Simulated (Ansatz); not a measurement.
Consider the ligand exchange at a Zn–C bond: `Cl[CH2][ZnH]` + H–F → `[F][ZnH]` + `CCl`.

Gas-phase electronic energies from Ansatz, PBE0-D4/def2-TZVP geometries. CCSD(T)/CBS adds triple-zeta CCSD(T) − MP2 to the extrapolated MP2 energy (def2 sets, frozen cores). This one scheme is used for every species. DFT in def2-TZVPP. For Zn outer-core shells are correlated without core-valence functions, which leaves a few kJ/mol of doubt a bond. Scalar relativity is left out up to krypton.

CCSD(T)/CBS gives -106.5 kJ/mol.

(1) Another level gave -101.6 kJ/mol. Which?
A. B2PLYP/def2-TZVPP
B. MP2/def2-TZVPP
C. HF/def2-TZVPP
D. r2SCAN0-D4/def2-TZVPP

Largest T1 diagnostic among the species: 0.018.

Answers

(1) B. MP2/def2-TZVPP -101.6, r2SCAN0-D4 -109.4, HF/def2-TZVPP -130.7, B2PLYP -114.6 kJ/mol.

Leaving LDA and LC-ωPBE aside and taking each functional with its dispersion term where it has one, the values, not all of them listed here, spread over 15.7 kJ/mol, from B97M-V to revPBE-D4. LDA lies +9.6 kJ/mol from PBE without D4. In def2-TZVPP, CCSD(T) changes the Hartree–Fock value by +26.0 kJ/mol (the triples alone add +3.8 kJ/mol) and MP2 by +29.1 kJ/mol. At CCSD(T), def2-SVP lies −8.8 kJ/mol from the extrapolated value and def2-TZVPP +1.9 kJ/mol.
